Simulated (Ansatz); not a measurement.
H2PbS (SMILES [SH][PbH]) moved off its minimum; all values from Ansatz (a quantum-chemistry and plane-wave program), cores frozen in correlated methods. Elements past Kr take the def2 small-core potentials, without spin–orbit coupling.
(charge 0, multiplicity 1)
```xyz
4

Pb    -0.0867    -0.3882     0.2115
H      0.9629    -1.3941    -0.9306
S      0.1440     1.6775    -1.3183
H     -0.5573     2.5630    -0.5130
```

Q: Give the forces (eV/Å), the total energy and the dipole at CCSD(T)/def2-TZVPPD.

A: 
| atom | Fx | Fy | Fz |
|---|---|---|---|
| Pb1 | -0.090 | 0.422 | -0.039 |
| H2 | 0.059 | -0.007 | -0.138 |
| S3 | -0.470 | 0.373 | 0.737 |
| H4 | 0.501 | -0.788 | -0.560 |
Energy -590.8645 hartree, dipole 3.00 D.
